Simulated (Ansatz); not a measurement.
Molecule: TlI, charge 0, multiplicity 1. SMILES: [I][Tl]
Geometry: optimised at B3LYP-D3(BJ)/def2-TZVP (Ansatz, a quantum-chemistry and plane-wave program).

Property: vertical ionisation energy (to the doublet state of charge +1; each state is the SCF solution reached for its spin), in eV. Valence correlation only, unless marked. UHF or UKS for open shells. No spin-orbit coupling. Frozen are the shells of the preceding noble gas and the d and f shells that filled before the atom's block. In def2 rows, elements after Kr have scalar-relativistic effective core potentials. Basis-set limits of correlation are two-point, X^-3; Hartree-Fock from the larger set.

```
level                                 program  vertical ionisation energy (eV)
------------------------------------  -------  -------------------------------
SVWN5/def2-TZVPD                       Ansatz                       (withheld)
PBE/def2-TZVPD                         Ansatz                             8.87
r2SCAN/def2-TZVPD                      Ansatz                             8.91
B3LYP/def2-TZVPD                       Ansatz                       (withheld)
PBE0/def2-TZVPD                        Ansatz                             8.88
BHLYP/def2-TZVPD                       Ansatz                             8.78
CAM-B3LYP/def2-TZVPD                   Ansatz                             8.91
wB97M-V/def2-TZVPD                     Ansatz                       (withheld)
wB97X-V/def2-TZVPD                     Ansatz                             8.85
CCSD/def2-SVPD                         Ansatz                             8.62
CCSD/def2-TZVPPD                       Ansatz                             8.62
CCSD/def2-QZVPPD                       Ansatz                       (withheld)
CCSD(T)/CBS(def2-TZVPPD,def2-QZVPPD)   Ansatz                             8.86
```

Q: Fill in the missing entries.

A: 
- SVWN5/def2-TZVPD, vertical ionisation energy (eV): 9.18
- B3LYP/def2-TZVPD, vertical ionisation energy (eV): 8.93
- wB97M-V/def2-TZVPD, vertical ionisation energy (eV): 8.81
- CCSD/def2-QZVPPD, vertical ionisation energy (eV): 8.71
